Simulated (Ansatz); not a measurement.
The same path of CH4ClFMg (8 atoms, charge 0, multiplicity 1) was run twice with different band settings.

Computed with Ansatz, RKS r2SCANh/6-31G*.

Relaxed end points:

```xyz
8
Properties=species:S:1:pos:R:3
Mg -0.027 0.526 0.224
Cl -0.043 2.597 1.255
C 0.469 -1.478 0.059
H -0.986 2.372 -0.500
F -1.117 1.615 -1.115
H 0.161 -2.055 0.939
H 1.549 -1.629 -0.051
H -0.007 -1.948 -0.811
```

```xyz
8
Properties=species:S:1:pos:R:3
Mg 0.043 0.547 0.169
Cl 0.302 2.705 0.969
C 0.490 -1.473 0.043
H -1.131 2.327 -0.379
F -1.429 1.519 -0.856
H -0.185 -2.079 0.660
H 1.509 -1.698 0.378
H 0.401 -1.849 -0.983
```

Common settings: movable images 5; climbing image yes; optimiser quadratic models (default); start path through a guess of the saddle point; force threshold 0.03 eV/Å; iteration limit 60; end points relaxed.

| run | spring |
| --- | --- |
| 1 | 5.0 eV/Å² |
| 2 | 0.1 eV/Å² |

Q: What does each run give, and how far can it be trusted?

A: Run 1: converged after 16 iterations, highest image 0.000 eV above the first end. The top lies less than 8 meV above the higher end, about what the thresholds resolve: that end is a shoulder or a very shallow well. A vibrational analysis at the climbing image gives no mode beyond 40i cm⁻¹: the surface is too flat there to confirm a saddle point.
Run 2: converged after 21 iterations, highest image 0.000 eV above the first end. The top lies less than 8 meV above the higher end, about what the thresholds resolve: that end is a shoulder or a very shallow well. Another band between the same ends (5 images) ends at a top of the same energy, where a vibrational analysis finds no clearly imaginary modes.
